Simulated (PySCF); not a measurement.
# Working out the ionisation energy of I

I [Kr] 4d10 5s2 5p5 (2P) → I⁺ [Kr] 4d10 5s2 5p4 (3P). All numbers are calculated (PySCF 2.14, scalar relativity by spin-free X2C-1e, in x2c-TZVPPall with one added diffuse shell each of s, p, d, f type (9s7p5d3f, 76 functions)). Frozen: [Ar] 3d10. Energies in hartree (1 hartree = 27.21139 eV):

```tsv
part	I (lower)	I⁺ (upper)
UHF	-7112.661317	-7112.308743
MP2 opposite-spin	-0.382432	-0.361036
MP2 same-spin	-0.215725	-0.206997
```

Question: What does Hartree-Fock give?

Answer: (-7112.308743) − (-7112.661317) = 0.352574 hartree = 9.594 eV.

Question: What do MP2 and SCS-MP2 (6/5 opposite-spin, 1/3 same-spin) give?

Answer: The opposite-spin parts differ by 0.582 eV and the same-spin parts by 0.238 eV. MP2: 9.594 + (0.582) + (0.238) = 10.414 eV. SCS-MP2: 9.594 + 1.2 × (0.582) + (0.238)/3 = 10.372 eV.

Measured between the centres of the two terms (NIST): 10.519 eV, so MP2 (valence and next inner shell) is off by -0.105 eV.

What remains against the reference includes basis incompleteness, the frozen core and correlation beyond second order.
